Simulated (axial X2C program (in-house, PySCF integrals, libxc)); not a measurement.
## Low determinants of LiV⁺ at the PBE0 level, 2c

Computed with an in-house all-electron X2C program for linear molecules (integrals from PySCF). Two-component (2c) means X2C with spin–orbit coupling and atomic mean-field two-electron Coulomb and Gaunt terms. Basis: V dyall-cv3z [10s10p6d4f2g], Li dyall-cv3z [7s8p2d] (cores contracted in-house); Gaussian nuclei, density fitting, unrestricted open shells. Masses: V 50.944 u, Li 7.016 u.

Search at 2.870 Å (vertical energies from the lowest determinant):

```csv
ΔE (eV),state,electrons beyond evenly filled partner blocks,"electrons in ±ω = 1/2, 3/2, 5/2, 7/2"
0.00,Ω = 1/2,ω = 1/2,19 6 0 0
0.04,Ω = 9/2,"ω = 1/2, ω = 3/2, ω = 5/2",19 5 1 0
0.05,Ω = 5/2,ω = 5/2,18 6 1 0
0.09,Ω = 3/2,"ω = 1/2, ω = -3/2, ω = 5/2",19 5 1 0
0.11,Ω = 7/2,"2 × ω = 1/2, ω = 5/2",18 6 1 0
0.37,Ω = 7/2,"ω = -1/2, ω = 3/2, ω = 5/2",19 5 1 0
0.62,Ω = 3/2,ω = 3/2,20 5 0 0
```

Lowest determinant, Ω = 1/2 (⟨Sz⟩ = 2.50, ⟨Lz⟩ = -2.00 at PBE0): Re = 2.867 Å, ωe = 224.7 cm⁻¹.

The determinant in row 2 of the search, Ω = 9/2 (⟨Sz⟩ = 2.50, ⟨Lz⟩ = 2.00 at PBE0), was followed along the bond at PBE0; measured from the minimum of the lowest determinant it gives:

Te = 0.037 eV (297 cm⁻¹), Re = 2.867 Å, ωe = 224.6 cm⁻¹.

(1) Compare the bond of the determinant in row 2 with that of the lowest one.

The search compares states at one distance, so a state with another bond length can lie lower; it is not exhaustive and yields mostly the lowest determinant of each block pattern, so other components and higher states of one pattern are missing. These are energies of single determinants, not of spin-adapted states; PBE0 term energies can be off by some tenths of an eV, and the functional has no current term. The lowest determinant need not be the ground state where others lie within half an eV.

## Answers

(1) At PBE0 its Re is the same within 0.001 Å and its force constant, which goes as ωe², is 1.00 times that of the lowest determinant. T0 ≈ Te + Δωe/2 = 297 + (0) = 297 cm⁻¹.
